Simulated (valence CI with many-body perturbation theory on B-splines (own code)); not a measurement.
Forbidden lines of Pr II

Method: valence CI with perturbative core correlation (CI+MBPT): four valence electrons over a frozen Dirac-Fock core [Xe], radial functions for each j: 8 s, 8 p, 9 d, 9 f, 6 g, 3 h, 2 i, with the one-electron correlation potential Σ1, the two-electron term Σ2, the three-electron term Σ3, Breit, model QED; the open f shell's mean field enters the energy denominators; selected CI, second order for the rest, scaled by the run's own slope (own B-spline code, finite nucleus).

Set against measurement, 19 paired levels are off by 1500 cm⁻¹ on average, the worst by 2587. These come from a selection out of the NIST Handbook of Basic Atomic Spectroscopic Data. Levels without a partner in it may be off by more, other configurations by several thousand cm⁻¹. Among the levels kept, up to 880 cm⁻¹ of a level comes from second order outside the variational space, and about a tenth of that is noise between levels of different J, which matters for small intervals.

Lines 51 to 89 of 89 in falling wavelength, among levels below 11166 cm⁻¹, chosen from the decays that carry over 1 % of a level's rate. Wavelengths and rates use the calculated energies, so an error of 1000 cm⁻¹ moves a line at 20310 Å by 20 % and its rate by three times that or more. Electric multipoles are in the length gauge, E1 and E2 with the static RPA response of the core. S is in atomic units (e²a₀⁴ for E2 and M2, e²a₀⁶ for E3), for M1 in squared Bohr magnetons. Weak lines are less certain than strong ones. Lines between different terms over intervals too small for the method are left out, as are lines whose strength nearly cancels and 11 of this kind that miss the measured wavelength by over 7 %. Where a level lies close to another of its J and parity, the split of strength between their lines is uncertain.

Names give the largest LS component (configuration and term), which can be under half, so a name can repeat, a term be missing and a line seem to break the LS rules; names also repeat where a configuration has a term twice.

| λ vac (Å) | Upper | Lower | Type | A (s⁻¹) | S (a.u.) |
| --- | --- | --- | --- | --- | --- |
| 20310 | 4f3.5d 5H°_4 | 4f3.6s 3I°_5 | E2 | 5.24e-03 | 1.45e+02 |
| 20280 | 4f3.5d 5H°_3 | 4f3.6s 5I°_5 | E2 | 3.50e-03 | 7.50e+01 |
| 20070 | 4f3.5d 5I°_5 | 4f3.6s 5I°_6 | E2 | 5.31e-03 | 1.70e+02 |
| 19920 | 4f3.5d 3H°_5 | 4f3.6s 5I°_7 | E2 | 2.84e-03 | 8.75e+01 |
| 19910 | 4f3.5d 3I°_5 | 4f3.6s 5I°_4 | E2 | 1.38e-03 | 4.25e+01 |
| 19890 | 4f3.5d 3K°_6 | 4f3.5d 5K°_6 | M1 | 1.51e-02 | 5.73e-02 |
| 19870 | 4f3.5d 5H°_4 | 4f3.6s 5I°_6 | E2 | 3.03e-03 | 7.55e+01 |
| 19650 | 4f3.5d 3H°_4 | 4f3.6s 5I°_5 | E2 | 9.31e-03 | 2.19e+02 |
| 19490 | 4f3.5d 5I°_6 | 4f3.5d 5K°_6 | M1 | 9.12e-03 | 3.25e-02 |
| 19300 | 4f3.5d 5I°_5 | 4f3.5d 5K°_5 | M1 | 1.06e-02 | 3.11e-02 |
| 19170 | 4f3.5d 3K°_6 | 4f3.5d 5L°_7 | M1 | 9.67e-02 | 3.28e-01 |
| 19020 | 4f3.5d 5H°_5 | 4f3.6s 3I°_5 | E2 | 5.29e-03 | 1.30e+02 |
| 18790 | 4f3.5d 5I°_6 | 4f3.5d 5L°_7 | M1 | 2.93e-03 | 9.36e-03 |
| 18790 | 4f3.5d 3I°_7 | 4f3.5d 5L°_7 | M1 | 3.35e-02 | 1.24e-01 |
| 18640 | 4f3.5d 5H°_5 | 4f3.6s 5I°_6 | E2 | 5.26e-03 | 1.16e+02 |
| 18480 | 4f3.5d 5H°_3 | 4f3.6s 5I°_4 | E2 | 9.15e-03 | 1.23e+02 |
| 17970 | 4f3.5d 5H°_5 | 4f3.5d 5K°_5 | M1 | 1.40e-02 | 3.30e-02 |
| 17960 | 4f3.5d 3H°_4 | 4f3.6s 5I°_4 | E2 | 1.13e-03 | 1.70e+01 |
| 17810 | 4f3.5d 3I°_6 | 4f3.6s 5I°_5 | E2 | 4.86e-03 | 1.01e+02 |
| 17530 | 4f3.5d 5H°_6 | 4f3.5d 5K°_6 | M1 | 1.58e-02 | 4.11e-02 |
| 17160 | 4f3.5d 5I°_4 | 4f3.6s 5I°_4 | E2 | 2.37e-02 | 2.83e+02 |
| 16830 | 4f3.5d 3K°_6 | 4f3.6s 3I°_5 | E2 | 1.02e-02 | 1.61e+02 |
| 16540 | 4f3.5d 5I°_6 | 4f3.6s 3I°_5 | E2 | 1.98e-03 | 2.85e+01 |
| 16250 | 4f3.5d 5I°_6 | 4f3.6s 5I°_6 | E2 | 1.09e-02 | 1.43e+02 |
| 16240 | 4f3.5d 3I°_7 | 4f3.6s 5I°_6 | E2 | 5.37e-03 | 8.14e+01 |
| 16000 | 4f3.5d 3K°_6 | 4f3.5d 5K°_5 | M1 | 1.17e-02 | 2.30e-02 |
| 16000 | 4f3.5d 5G°_4 | 4f3.6s 3I°_5 | E2 | 5.77e-03 | 4.86e+01 |
| 15880 | 4f3.5d 5I°_5 | 4f3.6s 5I°_5 | E2 | 7.52e-03 | 7.46e+01 |
| 15720 | 4f3.5d 5G°_4 | 4f3.6s 5I°_6 | E2 | 2.48e-02 | 1.92e+02 |
| 15290 | 4f3.5d 3K°_6 | 4f3.5d 5L°_6 | M1 | 2.12e-01 | 3.65e-01 |
| 15280 | 4f3.5d 5G°_3 | 4f3.6s 5I°_5 | E2 | 2.74e-02 | 1.42e+02 |
| 15050 | 4f3.5d 5I°_6 | 4f3.5d 5L°_6 | M1 | 5.34e-03 | 8.78e-03 |
| 14970 | 4f3.5d 5H°_5 | 4f3.6s 5I°_5 | E2 | 5.19e-03 | 3.83e+01 |
| 14760 | 4f3.5d 5I°_5 | 4f3.6s 5I°_4 | E2 | 5.20e-03 | 3.58e+01 |
| 14370 | 4f3.5d 5G°_2 | 4f3.6s 5I°_4 | E2 | 5.98e-02 | 1.63e+02 |
| 14240 | 4f3.5d 5G°_3 | 4f3.6s 5I°_4 | E2 | 2.23e-02 | 8.16e+01 |
| 13390 | 4f3.5d 5I°_6 | 4f3.6s 5I°_5 | E2 | 5.35e-03 | 2.67e+01 |
| 13030 | 4f3.5d 5G°_4 | 4f3.6s 5I°_5 | E2 | 1.10e-02 | 3.33e+01 |
| 12260 | 4f3.5d 5G°_4 | 4f3.6s 5I°_4 | E2 | 2.25e-03 | 5.00e+00 |
